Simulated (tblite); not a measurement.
Compound: C₅H₁₅NOSi₂.
Numbering: `[CH3:1][CH2:2][O:3][Si@H:4](/[CH:5]=[CH:6]/[SiH3:7])[NH:8][CH3:9]` (hydrogens: H10, H11, H12 on C1; H13, H14 on C2; H15 on Si4; H16 on C5; H17 on C6; H18, H19, H20 on Si7; H21 on N8; H22, H23, H24 on C9)

Computed geometry: GFN2-xTB, gas phase.

Q: What internal coordinates does the optimisation give?

A: 
| bond | length (bohr) |
| --- | --- |
| C1–C2 | 2.875 |
| C2–O3 | 2.637 |
| O3–Si4 | 3.073 |
| Si4–C5 | 3.572 |
| C5=C6 | 2.517 |
| C6–Si7 | 3.553 |
| Si4–N8 | 3.235 |
| N8–C9 | 2.719 |
| C1–H10, C1–H11, C1–H12 | 2.053 |
| C2–H13 | 2.074 |
| C2–H14 | 2.075 |
| Si4–H15 | 2.793 |
| C5–H16 | 2.050 |
| C6–H17 | 2.053 |
| Si7–H18, Si7–H19, Si7–H20 | 2.771 |
| N8–H21 | 1.906 |
| C9–H22, C9–H23, C9–H24 | 2.063 |

Bonds in one row agree within 0.02 bohr and their mean is given. A selection of angles:
| angle | degrees |
| --- | --- |
| C2–C1–H10 | 110.1 |
| H10–C1–H11 | 109.2 |
| C1–C2–O3 | 109.6 |
| C1–C2–H13 | 110.1 |
| C1–C2–H14 | 110.4 |
| O3–C2–H13 | 109.7 |
| O3–C2–H14 | 109.4 |
| H13–C2–H14 | 107.6 |
| C2–O3–Si4 | 125.9 |
| O3–Si4–C5 | 113.9 |
| O3–Si4–N8 | 100.6 |
| O3–Si4–H15 | 108.8 |
| C5–Si4–N8 | 108.0 |
| C5–Si4–H15 | 108.2 |
| N8–Si4–H15 | 117.4 |
| Si4–C5–C6 | 124.6 |
| Si4–C5–H16 | 117.7 |
| C6–C5–H16 | 117.7 |
| C5–C6–Si7 | 126.0 |
| C5–C6–H17 | 117.6 |
| Si7–C6–H17 | 116.4 |
| C6–Si7–H18 | 109.4 |
| H18–Si7–H19 | 109.7 |
| Si4–N8–C9 | 121.7 |
| Si4–N8–H21 | 117.0 |
| C9–N8–H21 | 112.2 |
| N8–C9–H22 | 110.3 |
| N8–C9–H23 | 112.8 |
| H22–C9–H23 | 108.4 |
| H22–C9–H24 | 108.8 |

Dihedral angles: C1–C2–O3–Si4 -174° (antiperiplanar); C2–O3–Si4–C5 -58° (synclinal); O3–Si4–C5–C6 74° (synclinal); Si4–C5–C6–Si7 -179° (antiperiplanar); O3–Si4–N8–C9 -175° (antiperiplanar).

Of the pairs four or more bonds apart, C5···H24 is among the closest relative to their van der Waals radii: 2.98 Å, 103 % of the sum of Bondi's values. Si4 (oxygen-bound silicon) is distorted tetrahedral (angles from 100.6° to 117.4°). N8 (silicon-bound nitrogen) has angles 121.7°, 117.0° and 112.2°, sum 350.9°, 0.23 Å off the plane of its three neighbours. The C–C distances run from 1.332 Å (C5=C6, drawn double) to 1.521 Å (C1–C2, drawn single), a spread of 0.189 Å. Si7 (SiH3 silicon) is tetrahedral (angles from 108.8° to 110.2°).

Point group: C1 (no symmetry element, even within 0.4 Å). Its GFN2-xTB frequencies are all real (lowest 22 cm⁻¹). One conformer, not necessarily the lowest.
